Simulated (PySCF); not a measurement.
A calculated (r2SCAN, PySCF 2.14, dyall-acv3z, no relativity, point nucleus) atom or ion has these occupied shells.

```csv
shell,electrons,orbital energy (eV),"rms radius, mean of both spins (bohr)"
1s α,1,-1803.2,0.130
1s β,1,-1802.7,0.130
2s α,1,-153.39,0.620
2s β,1,-153.06,0.620
2p α,3,-108.35,0.602
2p β,3,-107.79,0.602
3s α,1,-21.243,2.18
3p α,2,-13.522,2.54
```

(1) Name the element and its charge.

Answers

(1) Si⁺ (silicon, charge +1), in [Ne] 3s1 3p2, high-spin 4P determinant (an excited configuration).
